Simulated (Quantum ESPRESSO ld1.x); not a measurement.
All-electron atom: Te+ in [Kr] 4d10 5s2 5p3. Method: scalar-relativistic Kohn-Sham, LDA (Slater exchange, Perdew-Wang correlation), spin-unpolarised, spherical densities, point nucleus; computed with ld1.x of Quantum ESPRESSO 7.5. Some entries of the table are withheld. Estimate them.

orbital,occ.,eigenvalue (eV),r(max) (bohr),<r^2> (bohr^2)
1s,2,-31602.632,0.01795,0.001050
2s,2,-4854.957,0.1015,0.01697
2p,6,-4361.699,(1),0.01341
3s,2,-972.943,0.2930,(2)
3p,6,-812.589,0.2865,0.1192
3d,10,-569.421,0.2376,0.1045
4s,2,(3),0.7006,0.6612
4p,6,-123.278,0.7375,0.7696
4d,10,-50.750,0.8106,1.110
5s,2,-23.733,1.768,4.630
5p,3,-13.891,2.095,6.972

Answer. 
(1) 2p r(max) (bohr): 0.08124
(2) 3s <r^2> (bohr^2): 0.1190
(3) 4s eigenvalue (eV): -173.082
